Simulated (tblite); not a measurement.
Species: C6H13PS.
Structure used (GFN2-xTB), in Å, numbered top down from 1:
```xyz
21
C6H13PS angstrom
C      3.0012    0.8068   -0.1493
C      2.1335   -0.1889   -0.0714
P      0.5846   -0.1153   -1.0138
S      0.5008    1.2515   -2.3718
C     -0.8160   -0.1381    0.2293
C     -0.6132   -1.2608    1.2395
C     -2.0863   -0.3618   -0.5856
C     -0.8338    1.2277    0.9043
H      2.7858    1.6652   -0.7695
H      3.9402    0.8080    0.3803
H      2.3121   -1.0758    0.5217
H      0.5142   -1.4395   -1.4790
H     -1.5010   -1.3551    1.8632
H     -0.4503   -2.2127    0.7341
H      0.2364   -1.0569    1.8882
H     -2.9642   -0.3270    0.0571
H     -2.0579   -1.3323   -1.0821
H     -2.1837    0.4112   -1.3476
H     -1.6735    1.3042    1.5929
H     -0.9273    2.0127    0.1536
H      0.0898    1.3939    1.4602
```

Computed values, GFN2-xTB/tblite, gas phase, harmonic and unscaled. This tight-binding method is rough: wavenumbers can miss measured ones by several per cent, in bad cases by 10 to 20. Modes of hydrogen on phosphorus can be 10 to 20 % off. One conformer, not necessarily the lowest.

Harmonic wavenumbers (cm⁻¹): 47.4, 66.7, 144.6, 161.4, 172.5, 201.9, 221.7, 228.8, 259.7, 274.8, 330.5, 374.9, 392.6, 406.0, 530.3, 588.5, 678.4, 758.2, 844.7, 847.9, 873.5, 907.1, 961.8, 965.4, 967.1, 979.8, 1007.5, 1020.5, 1026.4, 1196.1, 1214.2, 1233.1, 1240.8, 1374.5, 1401.8, 1402.3, 1422.2, 1477.7, 1481.0, 1483.8, 1492.0, 1498.1, 1500.9, 1650.7, 2167.6, 2997.8, 2999.9, 3004.4, 3008.3, 3011.8, 3017.0, 3019.1, 3022.9, 3028.1, 3040.1, 3068.4, 3109.1.

A = 1787, B = 1222, C = 913.6 MHz; mass 148.048 u (most abundant isotopes); point group C1, symmetry number 1.

Zero-point energy?

½Σν̃ = 37902 cm⁻¹ = 453.41 kJ/mol.

Give the ideal-gas entropy at 500 K and 1 bar in the rigid-rotor, harmonic-oscillator model (classical rotation).

Translation 181.93, rotation 129.74, vibration 236.08: S = 547.7 J/(mol K).

And Cp and H(500 K) − H(0)?

Cp = 260.32 J/(mol K), of which vibrations give 227.06 (their classical limit is 57 R = 473.9); H(500 K) − H(0) = 77.31 kJ/mol without the zero-point energy, 60.68 from vibrations.

What must be added to the electronic energy to get the Gibbs energy at 500 K and 1 bar?

ZPE + [H(500 K) − H(0)] − T·S = 453.41 + 77.31 − 273.87 = 256.85 kJ/mol.

Blend soft modes into free rotors: weight 1/[1 + (100 cm⁻¹/ν̃)⁴] for the oscillator and the rest for a rotor with moment μB/(μ + B), μ = h/(8π²ν), B = 10⁻⁴⁴ kg m². What vibrational entropy results?

222.15 J/(mol K) in place of 236.08, which changes −T·S at 500 K by +6.97 kJ/mol.

Hindered rotation and anharmonicity are outside this model. Other conformers, if any are populated, would add a mixing term that is left out. The structure is chiral; the term R ln 2 for an equal mix with its mirror image is left out.
